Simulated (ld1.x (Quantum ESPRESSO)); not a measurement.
**Pseudopotential generation for F (Z = 9): PAW, PBE, non-relativistic.**

```
Element                 : fluorine
Generator               : ld1.x (Quantum ESPRESSO) 7.5
Type                    : PAW
Functional              : PBE
Relativity              : non-relativistic
Frozen core             : [He]
Valence charge          : 7
Reference configuration : 2s1.5 2p5.5
Partial waves           : 2s (bound): rcut 0.70, rcutus 0.75 bohr; 2s channel at -1.65 Ry: rcut 0.70, rcutus 0.75 bohr; 2p (bound): rcut 1.80, rcutus 1.90 bohr; 2p channel at 2.2 Ry: rcut 1.80, rcutus 1.90 bohr
Local potential         : all-electron potential smoothed inside 1.40 bohr (lloc = -1)
Core correction         : Bessel-smoothed model core inside 0.75 bohr
Augmentation charge     : GAUSS, radius 0.70 bohr
```

Poles of the logarithmic derivatives, all-electron (AE) and pseudo (PS). s: poles at -1.9 (AE) and -1.9 (PS) Ry. p: poles at -0.5 (AE) and -0.5 (PS) Ry. Test radius 2.06 bohr.

- Cutoffs needed: 40 Ry and 70 Ry (the cutoffs (Ry, on a coarse ladder) from which the occupation-weighted sum of valence levels, in a spherical-Bessel basis at the reference potential, stays within 10 and 1 mRy of its value at 400 Ry)
- Ghost test: no extra level below or beside the all-electron valence levels (s, p, d, f tested) (spherical-Bessel basis up to 400 Ry, 20 bohr box)
- Largest excitation error: -411 meV (all-electron minus pseudo) for 2s2 2p1, out of 7 test configurations
- Lowest eigenvalue of the overlap operator: 0.52 (s channel)
